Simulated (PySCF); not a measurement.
Si(F)(Cl)(Br)(OH) (BrClFHOSi), SMILES O[Si](F)(Cl)Br. Atoms are numbered in the order given.

```xyz
6

O     -1.6339    -1.1754    -0.4890
Si    -0.2674    -0.6066     0.2051
F     -0.3172    -0.7943     1.8049
Cl     1.2960    -1.6926    -0.5164
Br     0.0021     1.5561    -0.1717
H     -2.4382    -0.6462    -0.4156
```

Coordinates come from a B3LYP-D3(BJ)/def2-SVP optimisation. One conformer was computed; it need not be the lowest.

Level of theory: PySCF with CAM-B3LYP/def2-TZVP.

Isolated molecule, no solvent.

| Property | Value |
|---|---|
| total energy | -3499.95245 hartree |
| highest occupied level | -10.42 eV |
| lowest empty level | 0.64 eV |
| orbital gap | 11.05 eV |
| dipole moment | 1.77 D |
| quadrupole, principal values (traceless, Buckingham form, about the centre of nuclear charge) | -5.24, -3.16, 8.40 D·Å |
| mean static polarisability | 54.4 bohr³ (8.07 Å³) |
| polarisability, principal values | 44.7, 52.6, 66.0 bohr³ |
